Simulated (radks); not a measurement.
Results of a calculation; reference values are marked as such.
All-electron atom: Tb+ in [Xe] 4f9.25 6s0.75 (fractional occupations, a model configuration). Code: a radial shooting solver on a logarithmic mesh with Libxc functionals. Model: non-relativistic Kohn-Sham, TASK exchange with Perdew-Wang LDA correlation, spin-unpolarised, spherical densities, point nucleus; meta-GGA in the generalised Kohn-Sham scheme; relativity is left out, which matters for an element this heavy.

Local quantities along the radius. ELF = 1/(1 + alpha^2) is the electron localisation function; alpha = (tau - tau_W)/tau_unif compares the Pauli kinetic energy density with that of the uniform gas.

```
   r/bohr * ELF (the largest magnitude, 0.999, reaches the edge; | marks zero)
 0.001708 |                                                      *
 0.002352 |                                                      *
 0.003239 |                                                      *
 0.004425 |                                                      *
 0.006093 |                                                      *
 0.008391 |                                                      *
  0.01146 |                                                     *
  0.01579 |                                                  *
  0.02174 |                                     *
   0.0297 |                    *
   0.0409 |                    *
  0.05633 |                                   *
  0.07695 |                                      *
    0.106 |                        *
   0.1459 |                      *
   0.1994 |                                      *
   0.2746 |                             *
   0.3781 |             *
   0.5166 |                                     *
   0.7114 |                                 *
   0.9796 |               *
    1.349 |                           *
    1.843 |                                  *
    2.538 |            *
    3.495 |*
    4.775 |                                    *
    6.576 |                                                     *
    9.056 |                                                      *
    12.37 |                                                    *
```

On this mesh the ELF has minima near r = 0.035, 0.12, 0.38, 0.98, 3.5 bohr, which separate the shells, and maxima near 0.066 (0.72), 0.23 (0.72), 0.61 (0.72), 1.8 (0.63), 7.7 (0.99).
